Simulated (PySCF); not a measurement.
PW91 on Hf⁺ (hafnium, charge +1), [Xe] 4f14 5d1 6s2, 2D determinant. Computed with PySCF 2.14 in ANO-RCC-VTZP (8s7p5d3f2g1h, 104 functions), with the spin-free X2C one-electron Hamiltonian (Gaussian nucleus).

```
cycle= 1 E= -15079.4173069117  delta_E= -0.0149  |g|= 0.685  |ddm|= 0.587
cycle= 2 E= -15079.309305981  delta_E= 0.108  |g|=  1.4  |ddm|= 0.581
cycle= 3 E= -15079.4584645345  delta_E= -0.149  |g|= 0.0182  |ddm|= 0.224
cycle= 4 E= -15079.4596120431  delta_E= -0.00115  |g|= 0.0196  |ddm|= 0.17
cycle= 5 E= -15079.4598252717  delta_E= -0.000213  |g|= 0.00743  |ddm|= 0.0347
cycle= 6 E= -15079.459886747  delta_E= -6.15e-05  |g|= 0.00284  |ddm|= 0.0407
cycle= 7 E= -15079.4598894625  delta_E= -2.72e-06  |g|= 0.000152  |ddm|= 0.00552
cycle= 8 E= -15079.4598894775  delta_E= -1.49e-08  |g|= 3.36e-05  |ddm|= 0.000302
cycle= 9 E= -15079.4598894787  delta_E= -1.22e-09  |g|= 4.31e-06  |ddm|= 0.00019
cycle= 10 E= -15079.4598894787  delta_E= -6.18e-11  |g|= 2.48e-07  |ddm|= 3.96e-05
converged SCF energy = -15079.4598894787  <S^2> = 1.3048668  2S+1 = 2.4938859
```

Highest occupied orbital energy: -11.093 eV; ⟨L²⟩ = 8.11; populations by l: s 11.65, p 24.00, d 21.35, f 14.00.

Task: Can this result be used?

Result: Not for this state. The run converged. ⟨L²⟩ = 8.11 against 6 for a pure D term, so this real determinant mixes terms. Spin-orbit coupling, absent here, splits the open shell strongly. ⟨S²⟩ = 1.30 against 0.75 shows spin contamination. The s, p, d and f populations moved away from the nominal configuration during the SCF.
